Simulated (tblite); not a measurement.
C2H3F3OP2.
Numbering: `[OH:1][CH2:2]/[P:3]=[P:4]\[C:5]([F:6])([F:7])[F:8]` (hydrogens: H9 on O1; H10, H11 on C2)

Computed geometry: GFN2-xTB, gas phase.

(1) What internal coordinates does the optimisation give?

## Answers

(1) 
```csv
bond,length (pm)
O1–C2,139.8
C2–P3,190.9
P3=P4,203.2
P4–C5,191.3
"C5–F6, C5–F7",134.8
C5–F8,133.3
O1–H9,96.4
"C2–H10, C2–H11",109.3
```

Bonds in one row agree within 1 pm and their mean is given. A selection of angles:
```csv
angle,degrees
O1–C2–P3,108.3
C2–P3–P4,110.2
P3–P4–C5,106.6
P4–C5–F6,113.0
P4–C5–F8,110.5
F6–C5–F7,106.3
F6–C5–F8,106.9
H9–O1–C2,110.3
```

Torsions: O1–C2–P3–P4 91° (anticlinal); C2–P3–P4–C5 4° (synperiplanar); P3–P4–C5–F6 65° (synclinal); H9–O1–C2–P3 -85° (synclinal). The mirror-image conformer, all signs reversed, is as good.

H9 on O1 lies 2.24 Å from F7, 6 bonds away (angle at H 132°; Bondi radii sum to 2.67 Å). Of the pairs four or more bonds apart, those above aside, F6···H10 is among the closest relative to their van der Waals radii: 2.38 Å, 89 % of the sum of Bondi's values. P3 (phosphorus bonded to C and P) is bent (angle 110.2°).

Point group: C1 (no symmetry element, even within 0.4 Å). Its GFN2-xTB frequencies are all real (lowest 69 cm⁻¹). The numbers are those of one conformer (H–O1–C2–P3 -85°, O1–C2–P3–P4 91°).

The run took 0.72 s of wall time on Intel Xeon Platinum 8488C, one thread, shared host with 192 logical CPUs at a one-minute load of 10. These figures are those of the optimisation.
